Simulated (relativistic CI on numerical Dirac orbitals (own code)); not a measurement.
Kr¹⁸⁺: computed level list

These numbers are calculated, not measured: Dirac-Coulomb-Breit CI, orbitals from a KLI potential per configuration, model QED, unscaled Slater integrals (own radial code, finite nucleus).

CI space (outside the closed core [Ne]): 3s2 3p6, 3s2 3p5 3d, 3s 3p6 3d, 3s2 3p5 4s, 3s2 3p5 4p, 3s2 3p5 4d, 3s 3p6 4s, 3s2 3p5 4f, 3s 3p6 4p, 3p6 3d 4p, 3s 3p6 4d, 3s 3p6 4f, 3s2 3p5 5s, 3s2 3p5 5p, 3s2 3p5 5d, 3s2 3p5 5f, 3s2 3p5 5g, 3s 3p6 5s, 3s 3p6 5p, 3s2 3p5 6s, 3s2 3p5 6p, 3s 3p6 5d, 3s2 3p5 6d, 3p6 3d2, 3p5 3d3, 3p5 3d2 4s, 3p5 3d2 4p, 3p5 3d2 4d, 3p6 3d 4s, 3p5 3d 4s2, 3p5 3d 4s 4p, 3p5 3d 4s 4d. Double excitations out of closed p, d and f shells are left out; levels of such configurations are missing from the list, as are those of other unlisted configurations, and high levels can miss mixing partners. These lack a partner that the ground configuration has and come out too high: 3s2 3p5 4f, 3s2 3p5 5s, 3s2 3p5 5p, 3s2 3p5 5d, 3s2 3p5 5f.

```csv
No.,Configuration,Term,J,E (eV),%,Landé g,Lifetime (s),jj configuration (%)
1,3s2 3p6,1S,0,0.000,100,,,closed (100)
2,3s2 3p5 3d,3P°,0,87.839,100,,,3p3/2^3 3d3/2 (100)
3,3s2 3p5 3d,3P°,1,89.349,95,1.449,1.44e-08,3p3/2^3 3d3/2 (72)
4,3s2 3p5 3d,3P°,2,92.485,82,1.432,1.43e-03,3p3/2^3 3d5/2 (60)
5,3s2 3p5 3d,3F°,4,93.442,100,1.249,,3p3/2^3 3d5/2 (100)
6,3s2 3p5 3d,3F°,3,93.760,78,1.085,6.17e-01,3p3/2^3 3d3/2 (92)
7,3s2 3p5 3d,3F°,2,96.153,56,0.848,3.21e-03,3p3/2^3 3d3/2 (62)
8,3s2 3p5 3d,3D°,3,100.420,62,1.207,1.28e-03,3p3/2^3 3d5/2 (98)
9,3s2 3p5 3d,3D°,1,104.036,93,0.556,1.48e-10,3p1/2 3p3/2^4 3d3/2 (47)
10,3s2 3p5 3d,3F°,2,104.709,42,0.885,1.15e-04,3p1/2 3p3/2^4 3d3/2 (85)
11,3s2 3p5 3d,3D°,2,107.800,54,1.161,1.02e-04,3p1/2 3p3/2^4 3d5/2 (85)
12,3s2 3p5 3d,1F°,3,108.852,47,1.120,6.59e-05,3p1/2 3p3/2^4 3d5/2 (94)
13,3s2 3p5 3d,1P°,1,132.401,98,0.989,1.75e-12,3p1/2 3p3/2^4 3d3/2 (48)
14,3s 3p6 3d,3D,1,177.964,100,0.497,8.15e-12,3s 3d3/2 (100)
15,3s 3p6 3d,3D,2,178.646,99,1.163,8.12e-12,3s 3d3/2 (70)
16,3s 3p6 3d,3D,3,179.947,100,1.332,8.12e-12,3s 3d5/2 (100)
17,3s 3p6 3d,1D,2,188.189,99,1.000,8.20e-12,3s 3d5/2 (70)
18,3p6 3d2,3F,2,362.129,97,0.675,,3d3/2^2 (82)
19,3p6 3d2,3F,3,363.539,100,1.082,,3d3/2 3d5/2 (100)
20,3p6 3d2,3F,4,365.007,98,1.245,,3d5/2^2 (69)
21,3s2 3p5 4s,3P°,2,366.755,99,1.499,7.43e-09,3p3/2^3 4s (99)
22,3s2 3p5 4s,1P°,1,368.246,55,1.221,2.29e-12,3p3/2^3 4s (98)
23,3p6 3d2,1D,2,368.584,61,1.171,,3d3/2 3d5/2 (79)
24,3p6 3d2,3P,0,368.710,98,,,3d3/2^2 (73)
25,3p6 3d2,3P,1,369.371,100,1.499,,3d3/2 3d5/2 (100)
26,3p6 3d2,3P,2,370.968,64,1.315,,3d5/2^2 (94)
27,3p6 3d2,1G,4,371.642,98,1.002,,3d3/2 3d5/2 (69)
28,3s2 3p5 4s,3P°,0,377.555,99,,7.31e-09,3p1/2 3p3/2^4 4s (99)
29,3s2 3p5 4s,3P°,1,378.536,55,1.276,2.98e-12,3p1/2 3p3/2^4 4s (98)
30,3p6 3d2,1S,0,383.427,98,,,3d5/2^2 (72)
31,3s2 3p5 4p,3S,1,389.610,76,1.873,3.72e-12,3p3/2^3 4p1/2 (70)
32,3s2 3p5 4p,3D,2,392.212,56,1.145,3.56e-12,3p3/2^3 4p1/2 (99)
33,3s2 3p5 4p,3D,3,394.833,100,1.333,3.81e-12,3p3/2^3 4p3/2 (100)
34,3s2 3p5 4p,1P,1,395.465,48,1.034,3.87e-12,3p3/2^3 4p3/2 (69)
35,3s2 3p5 4p,3P,2,397.157,68,1.338,3.61e-12,3p3/2^3 4p3/2 (99)
36,3s2 3p5 4p,3P,0,400.967,85,,3.56e-12,3p3/2^3 4p3/2 (71)
37,3s2 3p5 4p,3D,1,402.837,65,0.681,3.71e-12,3p1/2 3p3/2^4 4p1/2 (96)
38,3s2 3p5 4p,3P,1,406.554,62,1.408,3.72e-12,3p1/2 3p3/2^4 4p3/2 (94)
39,3s2 3p5 4p,3D,2,406.747,43,1.180,3.74e-12,3p1/2 3p3/2^4 4p3/2 (99)
40,3s2 3p5 4p,1S,0,410.942,85,,4.08e-12,3p1/2 3p3/2^4 4p1/2 (71)
41,3s2 3p5 4d,3P°,0,430.377,97,,2.92e-11,3p3/2^3 4d3/2 (97)
42,3s2 3p5 4d,3P°,1,431.139,89,1.425,6.86e-12,3p3/2^3 4d3/2 (65)
43,3s2 3p5 4d,3P°,2,432.795,68,1.384,3.38e-11,3p3/2^3 4d5/2 (70)
44,3s2 3p5 4d,3F°,3,433.020,55,1.052,4.04e-11,3p3/2^3 4d3/2 (99)
45,3s2 3p5 4d,3F°,4,433.159,100,1.249,4.74e-11,3p3/2^3 4d5/2 (100)
46,3s2 3p5 4d,1D°,2,434.611,45,0.933,3.92e-11,3p3/2^3 4d3/2 (73)
47,3s2 3p5 4d,1P°,1,434.751,66,0.834,2.95e-13,3p3/2^3 4d5/2 (67)
48,3s2 3p5 4d,3D°,3,435.278,67,1.230,4.31e-11,3p3/2^3 4d5/2 (98)
49,3p5 3d3,5D°,2,443.773,60,1.298,,3p3/2^3 3d3/2^2 3d5/2 (42)
50,3p5 3d3,5D°,1,443.947,76,1.177,,3p3/2^3 3d3/2^3 (38)
51,3p5 3d3,5D°,3,443.991,51,1.366,,3p3/2^3 3d3/2^2 3d5/2 (70)
52,3s2 3p5 4d,3F°,2,444.114,64,0.797,3.87e-11,3p1/2 3p3/2^4 4d3/2 (98)
53,3p5 3d3,5D°,0,444.267,99,,,3p3/2^3 3d3/2^2 3d5/2 (48)
54,3p5 3d3,5S°,2,444.582,93,1.978,,3p3/2^3 3d3/2^2 3d5/2 (38)
55,3p5 3d3,5F°,4,444.666,47,1.400,,3p3/2^3 3d3/2 3d5/2^2 (63)
56,3s2 3p5 4d,3D°,2,444.708,50,1.216,3.65e-11,3p1/2 3p3/2^4 4d5/2 (94)
57,3s2 3p5 4d,3D°,1,444.922,61,0.740,6.36e-13,3p1/2 3p3/2^4 4d3/2 (97)
58,3s2 3p5 4d,3F°,3,445.036,37,1.132,4.52e-11,3p1/2 3p3/2^4 4d5/2 (99)
59,3p5 3d3,5F°,5,446.421,71,1.358,,3p3/2^3 3d3/2 3d5/2^2 (59)
60,3p5 3d3,5F°,1,447.070,64,0.393,,3p3/2^3 3d3/2^2 3d5/2 (57)
61,3p5 3d3,5F°,2,447.276,37,1.073,,3p3/2^3 3d3/2^2 3d5/2 (47)
62,3p5 3d3,5D°,4,447.408,45,1.360,,3p3/2^3 3d3/2^2 3d5/2 (48)
63,3p5 3d3,5D°,3,447.466,37,1.266,,3p3/2^3 3d3/2 3d5/2^2 (35)
64,3p5 3d3,5G°,6,448.767,97,1.326,,3p3/2^3 3d3/2 3d5/2^2 (51)
65,3p5 3d3,5G°,5,450.470,59,1.282,,3p3/2^3 3d3/2 3d5/2^2 (49)
66,3p5 3d3,3F°,2,451.009,64,0.736,,3p3/2^3 3d3/2 3d5/2^2 (65)
67,3p5 3d3,5G°,4,451.067,41,1.149,,3p3/2^3 3d3/2^2 3d5/2 (43)
68,3p5 3d3,3G°,3,451.307,56,0.862,,3p3/2^3 3d3/2^2 3d5/2 (50)
69,3p5 3d3,3F°,3,452.348,48,1.113,,3p3/2^3 3d3/2^2 3d5/2 (36)
70,3p5 3d3,3P°,2,452.755,57,1.338,,3p3/2^3 3d3/2 3d5/2^2 (35)
```

Energies count from the lowest computed level; ° marks odd parity; lifetimes are radiative, by E1, M1, E2, M2, E3 decay to levels of this space only; some are left blank where a channel outside the calculation adds to the decay or the decay crosses a small, uncertain gap. Filled j subshells are mostly left out of the jj labels.

The mean weight of the leading LS term, summed over parents, in these 70 levels is 73 %, and that of the leading jj configuration (from the same eigenvectors) 76 %.

At this charge energies of transitions that change n are usually good to better than 1 %, and those within a shell (Δn = 0) to a few per cent.

LS names give the leading component of a level, which can be under half, so a name can repeat, a term be missing and a line seem to break the LS rules.
